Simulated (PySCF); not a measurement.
Calculation: PBE-D3(BJ)/def2-TZVP in PySCF. Isolated molecules, 0 K electronic values unless said otherwise. Delta-SCF ions had no search for a lower state. 

Reference species (SMILES): `C=C=CF` (neutral, multiplicity 1).

The LUMO is -1.79 eV and the vertical ionisation energy (Delta-SCF) comes out as 9.76 eV.

Changed species: `C1(F)CC=1`.

Task: What does the change do to the LUMO and vertical ionisation energy (Delta-SCF)?

Result: the LUMO goes up by 1.11 eV, to -0.68 eV; the vertical ionisation energy (Delta-SCF) falls by 0.07 eV, to 9.69 eV.
